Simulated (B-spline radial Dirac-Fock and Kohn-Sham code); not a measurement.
## Cu¹⁵⁺: non-radiative channels of the 2p1/2 vacancy

System: copper as Cu¹⁵⁺, [Ne] 3s2 3p2.

Calculated with a radial atomic solver, using a relativistic independent-particle model: LDA orbitals of the hole state, radiative multipoles to third order, Auger rates from the Coulomb interaction with a continuum orbital, Dirac-Fock energies. Kinetic energies are configuration averages from the vacuum level; the two-hole energies are estimated from single-hole states.

| transition | kinetic energy (eV) | width (meV) | share (%) |
| --- | --- | --- | --- |
| L2-M1M1 | 345.6 | 4.00 | 6.9 |
| L2-M1M2 | 390.0 | 27.3 | 47.4 |
| L2-M1M3 | 394.2 | 2.41 | 4.2 |
| L2-M2M2 | 426.9 | 5.20 | 9.0 |
| L2-M2M3 | 431.2 | 18.2 | 31.6 |
| L2-M3M3 | 435.4 | 0.479 | 0.8 |

The listed channels hold 100 % of the non-radiative rate. Summed by principal shells, of 0.0576 eV in all: LMM 100.0 %.
